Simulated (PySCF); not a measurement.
Calculation: B3LYP-D3(BJ)/def2-TZVP // r2SCAN-D4/def2-SVP in PySCF 2.14.0. All species are isolated molecules in the gas phase. One relaxed conformer stands for a flexible species; it need not be the lowest. B3LYP has the VWN-RPA correlation part, as in Gaussian. 

Reference species: [Y(F)3] (neutral, multiplicity 1).

```
Item                                                             Result
------------------------------------------------------------  ---------
mean distance from the central atom to its bonded neighbours    2.000 Å
HOMO                                                          -10.24 eV
```

Changed species: [Y(F)2(NH2)] (1 of 3 F replaced by NH2; the reference has 0 of 3 F replaced by NH2).

Give the shifts of the mean distance from the central atom to its bonded neighbours and HOMO.

the mean distance from the central atom to its bonded neighbours goes up by 0.052 Å, to 2.052 Å; the HOMO rises by 3.30 eV, to -6.94 eV.
